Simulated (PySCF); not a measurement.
# N²⁺ (nitrogen, charge +2) across methods

[He] 2s1 2p2, high-spin 4P determinant (an excited configuration). All numbers are calculated (PySCF 2.14, no relativity, point nucleus, in def2-TZVPPD).

```csv
method,E (hartree),mean ε 1s β (eV),mean ε 2s α (eV),mean ε 2p α (eV),Σ⟨r²⟩ (bohr²),⟨S²⟩
r2SCAN,-52.7160,-424.71,-52.100,-40.274,4.809,3.750
PW91,-52.6872,-420.48,-50.933,-39.543,4.845,3.750
UHF,-52.62961,-461.08,-62.557,-49.004,4.807,3.750
B3LYP,-52.7072,-429.12,-53.081,-41.326,4.828,3.750
PBE0,-52.6669,-430.54,-53.893,-41.932,4.833,3.750
PBEsol,-52.4497,-418.41,-50.687,-39.256,4.862,3.750
wB97M-V,-52.7109,-433.99,-55.890,-44.071,4.870,3.750
LDA,-52.2380,-416.85,-50.565,-39.275,4.878,3.750
PBE,-52.6503,-420.08,-50.863,-39.434,4.853,3.750
```
